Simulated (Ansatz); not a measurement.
A first, cheap relaxation of `C/N=C\B1C[SiH2]1`.

```yaml
crystal:
  periodic: [false, false, false]
  atoms:
    - {symbol: C, position_ang: [-0.089200, -2.278800, -0.026900]}
    - {symbol: N, position_ang: [1.116700, -1.730200, -0.543600]}
    - {symbol: C, position_ang: [1.396500, -0.473900, -0.635100]}
    - {symbol: B, position_ang: [0.546600, 0.702600, -0.179200]}
    - {symbol: C, position_ang: [0.160600, 2.217200, -0.001000]}
    - {symbol: Si, position_ang: [-1.295000, 1.387200, 0.587200]}
    - {symbol: H, position_ang: [-0.952000, -1.855800, -0.655600]}
    - {symbol: H, position_ang: [-0.240600, -1.908200, 1.012500]}
    - {symbol: H, position_ang: [-0.124600, -3.325000, -0.044700]}
    - {symbol: H, position_ang: [2.403500, -0.199700, -0.991900]}
    - {symbol: H, position_ang: [0.023200, 2.770400, -0.919800]}
    - {symbol: H, position_ang: [0.784400, 2.707700, 0.831400]}
    - {symbol: H, position_ang: [-2.378300, 1.033700, -0.406400]}
    - {symbol: H, position_ang: [-1.364800, 0.923700, 2.001900]}
basis:
  gaussian: {orbitals: def2-SVP}
hamiltonian: {xc: pbe, dispersion: d4}
relax: {f_tol: 0.03, max_steps: 200}
```

```sh
$ ansatz run in.yaml --threads 4 --pin off --events-out ev --progress --plain --max-ram 10444MiB
```

It prints (some lines left out):

```
Functional definition: PBE
mean field -13263.71466044 eV, -487.4325233023 hartree, gradient 3.8e-5 eV, S^2 0.000000; 1 other end points of the search recorded, 0 dependent functions left out
relax step   1: F+E_penalty+E_count = -13264.02401412 eV  Δ(F+E_penalty+E_count) = +0.000e0 eV  max|allowed force component| = 3.431e0 eV/Å  Δτ_max = 0.0000 Å  (45 SCF iters, accepted)
mean field -13264.31039182 eV, -487.4544160270 hartree, gradient 3.2e-5 eV, S^2 0.000000; 0 other end points of the search recorded, 0 dependent functions left out
relax step   2: F+E_penalty+E_count = -13264.61887443 eV  Δ(F+E_penalty+E_count) = -5.949e-1 eV  max|allowed force component| = 1.596e0 eV/Å  Δτ_max = 0.1678 Å  (32 SCF iters, accepted)
mean field -13264.52086034 eV, -487.4621506025 hartree, gradient 1.3e-5 eV, S^2 0.000000; 0 other end points of the search recorded, 0 dependent functions left out
relax step   3: F+E_penalty+E_count = -13264.83413827 eV  Δ(F+E_penalty+E_count) = -2.153e-1 eV  max|allowed force component| = 6.653e-1 eV/Å  Δτ_max = 0.1721 Å  (31 SCF iters, accepted)
mean field -13264.61903544 eV, -487.4657584705 hartree, gradient 2.6e-5 eV, S^2 0.000000; 0 other end points of the search recorded, 0 dependent functions left out
relax step   4: F+E_penalty+E_count = -13264.92474098 eV  Δ(F+E_penalty+E_count) = -9.060e-2 eV  max|allowed force component| = 7.009e-1 eV/Å  Δτ_max = 0.1709 Å  (32 SCF iters, accepted)
mean field -13264.66688780 eV, -487.4675170124 hartree, gradient 2.3e-5 eV, S^2 0.000000; 0 other end points of the search recorded, 0 dependent functions left out
relax step   5: F+E_penalty+E_count = -13264.96858616 eV  Δ(F+E_penalty+E_count) = -4.385e-2 eV  max|allowed force component| = 3.594e-1 eV/Å  Δτ_max = 0.1382 Å  (29 SCF iters, accepted)
mean field -13264.67765136 eV, -487.4679125662 hartree, gradient 1.2e-5 eV, S^2 0.000000; 0 other end points of the search recorded, 0 dependent functions left out
relax step   6: F+E_penalty+E_count = -13264.97911160 eV  Δ(F+E_penalty+E_count) = -1.053e-2 eV  max|allowed force component| = 1.335e-1 eV/Å  Δτ_max = 0.1170 Å  (32 SCF iters, accepted)
mean field -13264.68781148 eV, -487.4682859436 hartree, gradient 3.3e-5 eV, S^2 0.000000; 0 other end points of the search recorded, 0 dependent functions left out
relax step   7: F+E_penalty+E_count = -13264.98744391 eV  Δ(F+E_penalty+E_count) = -8.332e-3 eV  max|allowed force component| = 3.545e-1 eV/Å  Δτ_max = 0.2000 Å  (29 SCF iters, accepted)
mean field -13264.71672030 eV, -487.4693483231 hartree, gradient 1.3e-5 eV, S^2 0.000000; 0 other end points of the search recorded, 0 dependent functions left out
relax step   8: F+E_penalty+E_count = -13265.01623963 eV  Δ(F+E_penalty+E_count) = -2.880e-2 eV  max|allowed force component| = 3.133e-1 eV/Å  Δτ_max = 0.0873 Å  (31 SCF iters, accepted)
mean field -13264.76318570 eV, -487.4710558949 hartree, gradient 3.0e-5 eV, S^2 0.000000; 0 other end points of the search recorded, 0 dependent functions left out
relax step   9: F+E_penalty+E_count = -13265.06355953 eV  Δ(F+E_penalty+E_count) = -4.732e-2 eV  max|allowed force component| = 5.955e-1 eV/Å  Δτ_max = 0.1946 Å  (30 SCF iters, accepted)
mean field -13264.83437812 eV, -487.4736721683 hartree, gradient 1.6e-5 eV, S^2 0.000000; 0 other end points of the search recorded, 0 dependent functions left out
relax step  10: F+E_penalty+E_count = -13265.13828547 eV  Δ(F+E_penalty+E_count) = -7.473e-2 eV  max|allowed force component| = 5.017e-1 eV/Å  Δτ_max = 0.2000 Å  (31 SCF iters, accepted)
mean field -13264.85421717 eV, -487.4744012400 hartree, gradient 1.6e-5 eV, S^2 0.000000; 0 other end points of the search recorded, 0 dependent functions left out
relax step  11: F+E_penalty+E_count = -13265.16048634 eV  Δ(F+E_penalty+E_count) = -2.220e-2 eV  max|allowed force component| = 6.824e-1 eV/Å  Δτ_max = 0.1746 Å  (32 SCF iters, accepted)
mean field -13264.87875816 eV, -487.4753031045 hartree, gradient 1.5e-5 eV, S^2 0.000000; 0 other end points of the search recorded, 0 dependent functions left out
relax step  12: F+E_penalty+E_count = -13265.18590198 eV  Δ(F+E_penalty+E_count) = -2.542e-2 eV  max|allowed force component| = 7.407e-1 eV/Å  Δτ_max = 0.1247 Å  (31 SCF iters, accepted)
mean field -13264.88502245 eV, -487.4755333130 hartree, gradient 1.5e-5 eV, S^2 0.000000; 0 other end points of the search recorded, 0 dependent functions left out
relax step  13: F+E_penalty+E_count = -13265.19204005 eV  Δ(F+E_penalty+E_count) = -6.138e-3 eV  max|allowed force component| = 5.362e-1 eV/Å  Δτ_max = 0.1999 Å  (38 SCF iters, accepted)
mean field -13264.87032911 eV, -487.4749933426 hartree, gradient 2.1e-5 eV, S^2 0.000000; 0 other end points of the search recorded, 0 dependent functions left out
relax step  14: F+E_penalty+E_count = -13265.17486840 eV  Δ(F+E_penalty+E_count) = +1.717e-2 eV  max|allowed force component| = 4.846e-1 eV/Å  Δτ_max = 0.2000 Å  (31 SCF iters, rejected (line search))
mean field -13264.92059288 eV, -487.4768405021 hartree, gradient 1.7e-5 eV, S^2 0.000000; 0 other end points of the search recorded, 0 dependent functions left out
relax step  15: F+E_penalty+E_count = -13265.22774507 eV  Δ(F+E_penalty+E_count) = -3.571e-2 eV  max|allowed force component| = 1.822e-1 eV/Å  Δτ_max = 0.0970 Å  (31 SCF iters, accepted)
mean field -13264.92201464 eV, -487.4768927508 hartree, gradient 1.5e-5 eV, S^2 0.000000; 0 other end points of the search recorded, 0 dependent functions left out
relax step  16: F+E_penalty+E_count = -13265.22986061 eV  Δ(F+E_penalty+E_count) = -2.116e-3 eV  max|allowed force component| = 1.032e-1 eV/Å  Δτ_max = 0.0348 Å  (33 SCF iters, accepted)
mean field -13264.92222002 eV, -487.4769002984 hartree, gradient 1.4e-5 eV, S^2 0.000000; 0 other end points of the search recorded, 0 dependent functions left out
relax step  17: F+E_penalty+E_count = -13265.23074064 eV  Δ(F+E_penalty+E_count) = -8.800e-4 eV  max|allowed force component| = 2.681e-2 eV/Å  Δτ_max = 0.0229 Å  (34 SCF iters, accepted)
mean field -13264.92222002 eV, -487.4769002984 hartree, gradient 2.7e-5 eV, S^2 0.000000; 1 other end points of the search recorded, 0 dependent functions left out
Total energy: -13265.23077978 eV, -487.4882396604 hartree
Atom 0 at    -0.073245    -2.358186    -0.232014 Å, force    -0.008432    -0.007724    -0.001827 eV/Å
Atom 1 at     1.083498    -1.714065    -0.796845 Å, force    -0.009379    -0.010135    -0.001348 eV/Å
Atom 2 at     1.284048    -0.446758    -0.636502 Å, force     0.008674     0.026812     0.005953 eV/Å
Atom 3 at     0.507490     0.626115     0.202224 Å, force    -0.010805     0.017883    -0.000188 eV/Å
Atom 4 at     0.399028     2.117861     0.028262 Å, force    -0.000863    -0.010189     0.003663 eV/Å
Atom 5 at    -1.236031     1.170269     0.835755 Å, force     0.013662    -0.017844     0.004819 eV/Å
Atom 6 at    -0.699531    -2.742248    -1.067489 Å, force    -0.000534     0.003010     0.005831 eV/Å
Atom 7 at    -0.710771    -1.720428     0.424302 Å, force     0.002588    -0.006437     0.000606 eV/Å
Atom 8 at     0.256287    -3.261557     0.325558 Å, force     0.000498     0.002954    -0.001716 eV/Å
Atom 9 at     2.203278    -0.065598    -1.142122 Å, force     0.002582    -0.004824    -0.004257 eV/Å
Atom 10 at     0.670691     2.632107    -0.914636 Å, force    -0.002972     0.000020    -0.002131 eV/Å
Atom 11 at     0.332115     2.841758     0.864674 Å, force     0.004787     0.002364     0.004462 eV/Å
Atom 12 at    -2.512398     0.890072     0.085467 Å, force     0.005166     0.003123    -0.000600 eV/Å
Atom 13 at    -1.517458     2.001556     2.052167 Å, force    -0.004973     0.000989    -0.013268 eV/Å
Dipole moment:    -0.259588     0.219789     0.135054 e Å
```

Hardware: 4 threads of an Arm Neoverse V2 on a shared host. Wall time 24 s, peak host memory 0.17 GiB.
